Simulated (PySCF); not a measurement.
# Radial density of Cr⁺ (chromium, charge +1)

UHF, [Ar] 3d5, high-spin 6S determinant. Calculation: PySCF 2.14, in cc-pVTZ-DK (7s6p4d2f1g, 68 functions); the spin-free X2C one-electron Hamiltonian (Gaussian nucleus).

```json
{"r (bohr)": "0.000867", "4πr²ρ (e/bohr)": "0.1251", "4πr²(ρα − ρβ)": "0.0000"}
{"r (bohr)": "0.00146", "4πr²ρ (e/bohr)": "0.3201", "4πr²(ρα − ρβ)": "0.0000"}
{"r (bohr)": "0.00245", "4πr²ρ (e/bohr)": "0.8053", "4πr²(ρα − ρβ)": "-0.0001"}
{"r (bohr)": "0.00413", "4πr²ρ (e/bohr)": "1.971", "4πr²(ρα − ρβ)": "-0.0002"}
{"r (bohr)": "0.00694", "4πr²ρ (e/bohr)": "4.608", "4πr²(ρα − ρβ)": "-0.0004"}
{"r (bohr)": "0.0117", "4πr²ρ (e/bohr)": "9.926", "4πr²(ρα − ρβ)": "-0.0010"}
{"r (bohr)": "0.0196", "4πr²ρ (e/bohr)": "18.52", "4πr²(ρα − ρβ)": "-0.0019"}
{"r (bohr)": "0.0330", "4πr²ρ (e/bohr)": "27.13", "4πr²(ρα − ρβ)": "-0.0027"}
{"r (bohr)": "0.0556", "4πr²ρ (e/bohr)": "27.51", "4πr²(ρα − ρβ)": "-0.0021"}
{"r (bohr)": "0.0935", "4πr²ρ (e/bohr)": "21.86", "4πr²(ρα − ρβ)": "0.0031"}
{"r (bohr)": "0.157", "4πr²ρ (e/bohr)": "28.26", "4πr²(ρα − ρβ)": "0.0592"}
{"r (bohr)": "0.264", "4πr²ρ (e/bohr)": "27.52", "4πr²(ρα − ρβ)": "0.4725"}
{"r (bohr)": "0.445", "4πr²ρ (e/bohr)": "10.92", "4πr²(ρα − ρβ)": "1.8407"}
{"r (bohr)": "0.748", "4πr²ρ (e/bohr)": "13.44", "4πr²(ρα − ρβ)": "3.4539"}
{"r (bohr)": "1.26", "4πr²ρ (e/bohr)": "7.482", "4πr²(ρα − ρβ)": "2.8406"}
{"r (bohr)": "2.12", "4πr²ρ (e/bohr)": "1.312", "4πr²(ρα − ρβ)": "0.9914"}
{"r (bohr)": "3.56", "4πr²ρ (e/bohr)": "0.1182", "4πr²(ρα − ρβ)": "0.1162"}
{"r (bohr)": "5.99", "4πr²ρ (e/bohr)": "0.001973", "4πr²(ρα − ρβ)": "0.0020"}
```

Densities and radii are taken from the X2C orbitals without a picture-change correction, which distorts them close to the nucleus.

Task: Where is the radial spin density 4πr²(ρα − ρβ) most negative, and why is it negative at all?

Result: Around r = 0.0330 bohr, down to -0.0027 e/bohr: exchange with the open shell polarises the paired shells in an unrestricted calculation.
